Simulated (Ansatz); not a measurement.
Input file for C4H8BF (`C=C(C)B(C)F`):

```yaml
crystal:
  periodic: [false, false, false]
  atoms:
    - {symbol: C, position_ang: [-1.985701, 0.220376, 0.487576]}
    - {symbol: C, position_ang: [-0.713635, 0.228201, 0.079875]}
    - {symbol: C, position_ang: [-0.169710, 1.340869, -0.766564]}
    - {symbol: B, position_ang: [0.217746, -0.952251, 0.504339]}
    - {symbol: C, position_ang: [1.726143, -1.065007, 0.113352]}
    - {symbol: F, position_ang: [-0.316712, -1.922569, 1.253559]}
    - {symbol: H, position_ang: [-2.373254, -0.586813, 1.099715]}
    - {symbol: H, position_ang: [-2.681330, 1.014584, 0.226242]}
    - {symbol: H, position_ang: [0.213367, 0.963198, -1.719664]}
    - {symbol: H, position_ang: [0.671027, 1.838669, -0.273405]}
    - {symbol: H, position_ang: [-0.929592, 2.094827, -0.982825]}
    - {symbol: H, position_ang: [2.200279, -1.972583, 0.488751]}
    - {symbol: H, position_ang: [2.281841, -0.199915, 0.493069]}
    - {symbol: H, position_ang: [1.846634, -1.030883, -0.975019]}
basis:
  gaussian: {orbitals: def2-SVP}
correlation: {method: ccsd_t}
```

```sh
$ ansatz run in.yaml --threads 4 --pin off --events-out ev --progress --plain
```

Log, shortened:

```
Functional definition: HF
1268 factors; integrals over basis functions are off by at most 1.2e-3 eV
mean field evaluation 1: about -7618.2212 eV, gradient 3.7e1 eV
mean field evaluation 2: about -7618.3492 eV, gradient 3.7e1 eV
mean field evaluation 4: about -7621.9551 eV, gradient 4.0e0 eV
mean field evaluation 8: about -7622.0039 eV, gradient 2.0e-1 eV
mean field -7622.00409177 eV, -280.1034839926 hartree, gradient 2.0e-6 eV, S^2 0.000000; 0 other end points of the search recorded, 0 dependent functions left out; unrestricted orbitals would lower it
6 core orbitals not correlated: weight in the atoms' cores, before any rotation towards them, 1.000 or more for the frozen orbitals, at most 0.000 for the correlated occupied ones
reference -7622.00409177 eV, -280.1034839926 hartree; 17, 17 occupied and 101, 101 virtual orbitals, 1268 factors
second order -22.19724869 eV of doubles, -0.00000000 eV of singles
cycle   1  -23.12126035 eV  change   -9.2e-1 eV  update   1.0e-1
cycle   2  -23.68417907 eV  change   -5.6e-1 eV  update   3.2e-2
cycle   3  -23.82407091 eV  change   -1.4e-1 eV  update   1.7e-2
cycle   4  -23.82432369 eV  change   -2.5e-4 eV  update   4.2e-3
cycle   5  -23.82341497 eV  change    9.1e-4 eV  update   1.8e-3
cycle   6  -23.82366266 eV  change   -2.5e-4 eV  update   5.4e-4
cycle   7  -23.82357436 eV  change    8.8e-5 eV  update   2.4e-4
cycle   8  -23.82355728 eV  change    1.7e-5 eV  update   7.8e-5
cycle   9  -23.82357472 eV  change   -1.7e-5 eV  update   2.6e-5
perturbative correction -0.70611216 eV, -0.0259491433 hartree
Total energy: -7646.53377865 eV, -281.0049333587 hartree
```

Hardware: 4 threads of a server CPU on a shared host. Wall time 15 s, peak host memory 0.84 GiB.

MP2 recovers 90.5 % of the CCSD(T) correlation energy and the triples give 2.9 %; T1 = 0.0114.
